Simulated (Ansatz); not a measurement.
## Abstraction of Br: C2H3BrO + C4H9 → C2H3O + C4H9Br

Species: C2H3BrO `CC(=O)Br`, singlet; C4H9 (tert-butyl radical) `C[C](C)C`, doublet; C2H3O (acetyl radical) `C[C]=O`, doublet; C4H9Br (2-bromo-2-methylpropane) `CC(C)(C)Br`, singlet. A radical takes Br: the energy is the difference in strength between two C–Br bonds in different surroundings.

Shapes, held fixed at every level: PBE0-D4/def2-TZVP. Programs: Ansatz 0.2.0. The zero-point and thermal change to 298 K, harmonic and unscaled (PBE0-D4/def2-TZVP), is +3.3 kJ/mol.

```tsv
level	kind	ΔH(298 K) (kJ/mol)	less CCSD(T)/def2-TZVPP
HF/def2-TZVPP	Hartree–Fock	+6.6	+18.2
SPW92/def2-TZVPP	LDA	+16.1	+27.7
r2SCAN-D4/def2-TZVPP	meta-GGA	+22.0	+33.6
BHLYP-D4/def2-TZVPP	global hybrid	+2.9	+14.5
wB97M-V/def2-TZVPP	range-separated hybrid	-4.0	+7.6
wB97X-V/def2-TZVPP	range-separated hybrid	-5.0	+6.6
CCSD/def2-SVP	coupled cluster or CI	-5.8	+5.8
CCSD(T)/def2-TZVPP	coupled cluster or CI	-11.6	0.0
```

The highest level, CCSD(T)/def2-TZVPP, gives ΔH(298 K) = -11.6 kJ/mol; the levels span -11.6 to +22.0. They disagree on the sign: 4 of 8 are positive. The column of differences is taken from that level and isn't an error. No measured value is set beside it here. Open shells run unrestricted. Relativity is left out for Br. Outer-core shells of Br are correlated, in sets that cover them unevenly. CCSD(T)/def2-TZVPP lies outside the range of all other levels here, so it shouldn't be taken on trust.
